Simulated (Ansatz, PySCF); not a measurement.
Gas-phase reaction (SMILES): C1=CC1 + 3 C (CH4) -> C=C (C2H4) + 2 CC (C2H6) [ethane]; bond separation energy.

Geometries: B3LYP-D3(BJ)/def2-TZVP minima from Ansatz (a program for electronic structure). Correlated levels leave the core frozen unless marked. Spin-orbit coupling is left out. No relativistic terms. CBS marks a two-point X^-3 extrapolation of the correlation energy; Hartree-Fock from the larger set. [CCSD(T)-MP2]/basis is that difference in the basis named. Thermal terms are rigid-rotor harmonic-oscillator values from B3LYP-D3(BJ) frequencies (PySCF) at 298.15 K and 1 atm. 1 Eh = 627.5095 kcal/mol.

| species | E, RI-MP2/CBS(cc-pVTZ,cc-pVQZ)+[CCSD(T)-MP2]/cc-pVTZ (Ansatz) (Eh) | E, PBE/def2-TZVPD (Ansatz) (Eh) | H - E (Eh) | G - E (Eh) |
|---|---|---|---|---|
| C1=CC1 | -116.45697 | -116.50381 | 0.06015 | 0.03259 |
| C (CH4) | -40.46125 | -40.46301 | 0.04840 | 0.02728 |
| C=C (C2H4) | -78.47961 | -78.50050 | 0.05494 | 0.03009 |
| CC (C2H6) | -79.71807 | -79.73096 | 0.07887 | 0.05302 |

Work out ΔE and ΔH, ΔG, ΔS and the equilibrium constant at 298.15 K at the first level, then ΔH at the second.


1. ΔE = [(-78.47961) + 2×(-79.71807)] - [(-116.45697) + 3×(-40.46125)] = -0.07503 Eh = -47.1 kcal/mol at RI-MP2/CBS(cc-pVTZ,cc-pVQZ)+[CCSD(T)-MP2]/cc-pVTZ.
2. The terms H - E add up to 0.00733 Eh, so ΔH = (-0.07503 + (0.00733))×627.5095 = -42.5 kcal/mol.
3. The terms G - E add up to 0.02170 Eh, so ΔG = -33.5 kcal/mol, and ΔS = (0.00733 - (0.02170))×627509.5/298.15 = -30.2 cal/(mol K).
4. log10 K = -ΔG/(RT ln 10) = 24.6, with RT ln 10 = 1.3642 kcal/mol.
5. With ΔH and ΔS taken as constant, ΔG changes sign near ΔH/ΔS = 1410 K, a rough figure that leaves out heat capacities.
6. At PBE/def2-TZVPD the same steps give ΔE = -43.7 and ΔH = -39.1 kcal/mol, a shift of +3.4 from the first level.
7. Tabulated enthalpies of formation (C1=CC1 67.9 kcal/mol, ATcT 1.112; C (CH4) -17.8 kcal/mol, ATcT 1.112; C=C (C2H4) 12.6 kcal/mol, ATcT 1.112; CC (C2H6) -20.0 kcal/mol, ATcT 1.112) give ΔH = -41.9, so the errors are -0.6 and +2.8 kcal/mol; the tables hold anharmonic motion, scalar relativity, which both levels lack, and core correlation, which the frozen-core level lacks.
